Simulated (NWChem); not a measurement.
# GeNH5Te; SMILES N[Te][GeH3]

```xyz
8

Te     0.1011     0.8080     0.7388
N     -1.6589     1.1892    -0.2998
H     -1.4580     1.8813    -1.0212
H     -2.3245     1.6108     0.3477
Ge    -0.0619    -1.6792     0.1444
H      1.1530    -2.3895     0.7736
H     -1.3656    -2.2634     0.7142
H     -0.0371    -1.8493    -1.3839
```
Atoms are numbered in this order, from 1.

Level: PBE0/def2-SVP with def2 effective core potentials on Te (NWChem), optimised geometry, unscaled harmonic frequencies. def2 effective core potentials on Te; no spin-orbit coupling.

Question: List the harmonic frequencies with IR intensities, and the thermochemistry.

Answer: 
| frequency (cm⁻¹) | IR intensity (km/mol) |
|---|---|
| 107 | 0.3 |
| 114 | 1.0 |
| 237 | 2.6 |
| 248 | 36.2 |
| 494 | 1.7 |
| 508 | 7.1 |
| 535 | 48.1 |
| 781 | 17.9 |
| 802 | 326.7 |
| 868 | 40.5 |
| 882 | 35.4 |
| 965 | 0.8 |
| 1546 | 6.5 |
| 2147 | 98.0 |
| 2163 | 91.8 |
| 2163 | 103.8 |
| 3530 | 22.2 |
| 3637 | 22.5 |

zero-point energy: 31.0 kcal/mol
thermal correction to the enthalpy at 298.15 K (with zero-point energy): 35.5 kcal/mol
heat capacity Cv: 20.0 cal/(mol K)
entropy at 298.15 K and 1 atm (symmetry number 1): 82.5 cal/(mol K)

Rigid rotor and harmonic oscillator.
